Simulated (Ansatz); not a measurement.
`C[N](C)[In]([NH2])[Cl]` + H₂ → `[NH2][InH][Cl]` + `CNC`  (hydrogenolysis of the In–N bond)

Calculated with Ansatz (gas phase, PBE0-D4/def2-TZVP geometries, no zero-point term in ΔE). CCSD(T)/CBS adds triple-zeta CCSD(T) − MP2 to the extrapolated MP2 energy (def2 sets, frozen cores). This one scheme is used for every species. Functionals use def2-TZVPP. B3LYP here is the variant with VWN-RPA as its local correlation; programs differ in this. def2 core potentials past Kr. For In outer-core shells are correlated without core-valence functions, which leaves a few kJ/mol of doubt a bond. Each species was taken in one conformer, which may not be the lowest.

Is it downhill or uphill in electronic energy at CCSD(T)/CBS, and by how much? (Estimate.)

Computed: Downhill: ΔE = -13.0 kJ/mol.

What do these levels give: PBE-D4, B3LYP-D4, PBE, r2SCAN, MP2/def2-QZVPP, HF/CBS(def2)? (An estimate is asked.)

The calculation gave: PBE-D4 -23.2, B3LYP-D4 -25.3, PBE -32.5, r2SCAN -27.7, MP2/def2-QZVPP -3.9, HF/CBS(def2) -58.3 kJ/mol.

Largest T1 diagnostic among the species: 0.014.

From PBE to PBE0 (25 % exact exchange), in def2-TZVPP and without D4, ΔE moves by −6.8 kJ/mol. In def2-TZVPP, CCSD(T) changes the Hartree–Fock value by +40.4 kJ/mol (the triples alone add +8.5 kJ/mol) and MP2 by +51.6 kJ/mol. The D4 term adds +14.7 kJ/mol with B3LYP and +8.5 kJ/mol with PBE0; it sums over pairs of atoms, weighted by their polarisabilities, and B3LYP, whose exchange is more repulsive, gets the larger term.
